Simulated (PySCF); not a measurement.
Bonds: Si1-C2, Si1-O9, Si1-O16, Si1-O23, C2-C3, O9-C10, C10-C11, C10-O12, O16-C17, C17-C18, C17-O19, O23-C24, C24-C25, C24-O26. C2 carries H4, H5; C3 carries H6, H7, H8; C11 carries H13, H14, H15; C18 carries H20, H21, H22; C25 carries H27, H28, H29.

- GIAO KT2/pcSseg-1 shieldings
- coordinates at the PBE0-D3(BJ)/def2-SVP level
- code: PySCF
- rapidly exchanging positions averaged, relativity neglected, one computed conformer, no solvent model

Shifts are taken against calculated references (same method and geometry level): 13C and 1H and 29Si vs TMS; H2O for 17O.

```csv
atoms,nucleus,count,δ (ppm)
C3,13C,1,7.3
H6/H7/H8,1H,3,?
C10/C17/C24,13C,3,?
H13/H14/H15/H20/H21/H22/H27/H28/H29,1H,9,2.00
O12/O19/O26,17O,3,442.4
C11/C18/C25,13C,3,?
C2,13C,1,10.8
O9/O16/O23,17O,3,233.2
H4/H5,1H,2,1.32
Si1,29Si,1,-29.5
```

Question: Complete the table.

Answer: 
- C10/C17/C24: 164.4 ppm, carbon bonded to C, 2 O
- C11/C18/C25: 21.4 ppm, carbon bonded to C, 3 H
- H6/H7/H8: 1.02 ppm, hydrogen on a carbon bonded to C

Shifts are as computed. Against solution values, carbons near 30 ppm lie about +2 ppm off and those near 130 ppm about -5 ppm (rms about the fit 1.2 ppm; single classes can miss by 10 ppm). Of 1328 compounds with measured shifts, 309 miss one by over three times the rms of a fit or turn the order of signals round; such compounds aren't used in these exercises. Signals without a measured value on file couldn't be tested in this way. The averaged O atoms aren't alike in the static structure (σ from 87 to 108 ppm); the average presumes fast exchange among these sites. Unscaled 17O shifts of doubly bonded oxygen tend to come out too high, by tens of ppm or more. Experimental scales use liquid or dissolved standards, which lie at an offset from isolated H2O (liquid H2O: subtract about 36 ppm).
